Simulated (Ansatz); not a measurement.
A structure relaxed at r2SCAN-D4/def2-SVP in Ansatz, charge 1, doublet:

```xyz
5

Ni    1.021    1.505   -0.794
Ni   -0.025   -0.814    1.454
Ni   -1.222   -1.028   -0.480
Si   -0.685    0.925    0.320
Si    0.911   -0.589   -0.499
```

(1) Give its formula and point group.

(2) Summarise the bond lengths by kind (pairs closer than 1.2 times the sum of covalent radii, bridged metal pairs left out).

Results:

(1) Si₂Ni₃⁺. Point group C2v (tolerance 0.1 Å).

(2) 6 × Ni–Si 2.12 to 2.18 Å; 1 × Ni–Ni 2.28 Å; 1 × Si–Si 2.35 Å.

The relaxation made no stability test and no search for a lower SCF solution. No other spin state of charge 1 was run. Another isomer (doublet) lies 0.22 eV lower at PBE0-D4/def2-TZVP; other spin states weren't run for this one.
